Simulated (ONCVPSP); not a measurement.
## Which setting gave this result? (nitrogen (N), ONCV)

Base potential:

```json
{
 "Element": "N (Z = 7)",
 "Generator": "ONCVPSP 4.0.1",
 "Type": "optimised norm-conserving Vanderbilt (ONCV)",
 "Functional": "PBE",
 "Relativity": "scalar-relativistic",
 "Frozen core": "[He]",
 "Valence charge": "5",
 "Reference configuration": "2s2 2p3",
 "Partial waves": "2s: rc 1.00 bohr, ncon 5, nbas 9, qcut 8 1/bohr, 2 projectors, debl 2.8 Ha; 2p: rc 1.30 bohr, ncon 4, nbas 7, qcut 5.7 1/bohr, 2 projectors, debl 1.7 Ha",
 "Local potential": "polynomial inside 0.90 bohr (lpopt 5, dvloc0 0 Ha)",
 "Core correction": "Teter function fitted to the true core (icmod 2), fcfact 0.45"
}
```

Cutoffs, loose and tight: the cutoffs (Ha) at which the residual kinetic energy of the hardest occupied pseudo-wave falls to 1 and 0.1 mHa per electron. They do not see the model core or the augmentation charge, which bear on the density cutoff. Test errors are all-electron minus pseudo excitation energies from the reference, over the configurations 2s2 2p2; 2s2 2p1; 2s2 2p0; 2s1 2p0; variants that change the core or the reference have their own tests. The largest error is taken over the tests solved by every variant that gives reliable tests at all, those not shown here included: 2s2 2p0; 2s2 2p1; 2s2 2p2.

Only the scale of all radii but the core radius (base = 1) is moved:

| scale of all radii but the core radius (base = 1) | cutoff, loose | cutoff, tight | bound ghosts | largest test error (meV) |
| --- | --- | --- | --- | --- |
| 0.78 | 124 Ha | 329 Ha | none | +419 |
| 0.86 | 102 Ha | 121 Ha | none | +525 |
| 1.03 | 68 Ha | 83 Ha | none | +819 |
| 1.12 | 53 Ha | 69 Ha | none | +1018 |
| 1.24 | 26 Ha | 53 Ha | none | +1347 |
| 1.3 | 24 Ha | 47 Ha | none | +1532 |

Question: One more run gave cutoff, loose: 76 Ha; cutoff, tight: 92 Ha; bound ghosts: none; largest test error (meV): +727 over the solved tests; 1 of 4 tests not solved or not reliable. Which value of the scale of all radii but the core radius (base = 1) was used?

Answer: 0.98. The loose cutoff moves one way along this sweep, from 124 Ha at 0.78 to 24 Ha at 1.3, which places the run between 0.86 and 1.03.
